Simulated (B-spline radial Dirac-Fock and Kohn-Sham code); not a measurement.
**Os 5p3/2: cross section and angular parameters**

System: neutral osmium, configuration 1s2 2s2 2p6 3s2 3p6 3d10 4s2 4p6 4d10 4f14 5s2 5p6 5d6 6s2; threshold 52.50 eV (orbital energy of the model). Calculated with a radial finite-basis atomic code, using Dirac-Hartree-Slater photoionisation with a Latter tail; cross sections with all multipoles, angular parameters from the dipole term and its interference with E2.

The run's input, task.json:

```json
{"items": [{
  "Z": 76,
  "q": 0,
  "cfg": [[1, 0, 2], [2, 0, 2], [2, 1, 6], [3, 0, 2], [3, 1, 6], [3, 2, 10], [4, 0, 2], [4, 1, 6], [4, 2, 10], [4, 3, 14], [5, 0, 2], [5, 1, 6], [5, 2, 6], [6, 0, 2]],
  "A": 192,
  "rrms": 5.4126,
  "do": "xps",
  "hv": [51.4, 60, 60.1, 76.9, 80, 100, 150, 157.0, 184.0, 263.0, 300, 545.0, 1040.0, 1080.0, 1180.0, 1610.0, 1650.0, 2500.0, 3970.0, 4310.0, 4400.0, 7830.0, 8047.8, 9250.0, 9760.0, 9920.0, 12000, 12900.0, 13200.0, 15000],
  "edges": {"K": 73871.0, "L1": 12968.0, "L2": 12385.0, "L3": 10871.0, "M1": 3049.0, "M2": 2792.0, "M3": 2457.0, "M4": 2031.0, "M5": 1960.0, "N1": 658.2, "N2": 549.1, "N3": 470.7, "N4": 293.1, "N5": 278.5, "O1": 84.0}
}]}
```

Launch: `python xray2_run.py task.json out`

For linearly polarised light dσ/dΩ = σ/(4π) [1 + β P₂(cos θ) + (δ + γ cos²θ) sin θ cos φ], with θ from the polarisation vector and φ the angle between the beam and the projection of the electron momentum on the plane normal to the polarisation.

```
hν (eV)  σ (kb)       β       γ       δ
   76.9    1200   1.728   0.051  -0.007
     80    1040   1.628   0.121  -0.013
    100     506   0.867   0.405  -0.044
    150     208  -0.210   0.149  -0.018
    157     196  -0.238   0.102  -0.011
    184     162  -0.209  -0.024   0.012
    263     114   0.219  -0.057   0.039
    300     101   0.399  -0.009   0.041
    545    52.1   1.057   0.243   0.025
   1040    21.8   1.466   0.252   0.003
   1080    20.7   1.482   0.242   0.002
   1180       ?       ?       ?       ?
   1610    11.1   1.623   0.109  -0.002
   1650    10.7   1.630   0.100  -0.002
   2500    5.22   1.716  -0.025   0.001
   3970    2.16   1.757  -0.010   0.006
   4310    1.83   1.759   0.017   0.007
   4400    1.75   1.759   0.026   0.007
   7830   0.500   1.729   0.472   0.017
 8047.8   0.469   1.726   0.503   0.018
   9250   0.339   1.708   0.673   0.021
   9760   0.298   1.699   0.744   0.022
   9920   0.287   1.697   0.766   0.023
  12000   0.180   1.663   1.043   0.030
  12900   0.151   1.648   1.156   0.033
  13200   0.142   1.643   1.193   0.034
  15000   0.103   1.614   1.404   0.041
```

Question: Give the values at 1180 eV.

Answer: σ = 18.1 kb, β = 1.519, γ = 0.217, δ = 0.001.
